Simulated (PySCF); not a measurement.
Isomers of C7H11P, mass 126.060 u with the commonest isotopes. Method: PBE0/pcSseg-1 in PySCF (dipole) on a GFN2-xTB geometry, gas phase. One conformer each, none proved a minimum here; rigid rotors.

Task: Order these by rotational constant C, smallest first.
A. `[CH:1]#[C:2][CH2:3][P:4]([CH3:5])[CH2:6][CH:7]=[CH2:8]` with C2–C3–P4–C5 -169°, C3–P4–C6–C7 -174°, P4–C6–C7–C8 110°
B. `[CH:1]#[C:2][CH2:3][P:4]1[C@H:5]([CH3:6])[C@@H:7]1[CH3:8]` with C2–C3–P4–C5 66°
C. `[CH3:1][CH2:2][c:3]1[cH:4][pH:5][cH:6][c:7]1[CH3:8]` with C1–C2–C3–C4 -89°

Result: A (811.1 MHz), B (908.3 MHz), C (974.3 MHz).

Task: Order these by rotational constant A, smallest first.
A. `[CH:1]#[C:2][CH2:3][P:4]1[C@H:5]([CH3:6])[C@@H:7]1[CH3:8]` with C2–C3–P4–C5 66°
B. `[CH:1]#[C:2][CH2:3][P:4]([CH3:5])[CH2:6][CH:7]=[CH2:8]` with C2–C3–P4–C5 -169°, C3–P4–C6–C7 -174°, P4–C6–C7–C8 110°
C. `[CH3:1][CH2:2][c:3]1[cH:4][pH:5][cH:6][c:7]1[CH3:8]` with C1–C2–C3–C4 -89°

Result: C (2687 MHz), B (2810 MHz), A (3121 MHz).

Task: Order these by out-of-plane moment Σ m c² = (Ia + Ib − Ic)/2, largest first.
A. `[CH:1]#[C:2][CH2:3][P:4]([CH3:5])[CH2:6][CH:7]=[CH2:8]` with C2–C3–P4–C5 -169°, C3–P4–C6–C7 -174°, P4–C6–C7–C8 110°
B. `[CH:1]#[C:2][CH2:3][P:4]1[C@H:5]([CH3:6])[C@@H:7]1[CH3:8]` with C2–C3–P4–C5 66°
C. `[CH3:1][CH2:2][c:3]1[cH:4][pH:5][cH:6][c:7]1[CH3:8]` with C1–C2–C3–C4 -89°

Result: B (35.73 u·Å²), A (28.36 u·Å²), C (23.37 u·Å²).

```csv
SMILES,point group,Ia (u·Å²),Ib (u·Å²),Ic (u·Å²),κ,μa (D),μb (D),μc (D)
CCc1c[pH]cc1C,C1,188.10,377.34,518.70,-0.57,1.46,0.37,0.48
C#CCP1[C@H](C)[C@@H]1C,C1,161.93,465.91,556.38,-0.84,0.81,0.05,1.24
C#CCP(C)CC=C,C1,179.85,499.92,623.06,-0.80,0.51,0.50,1.11
```
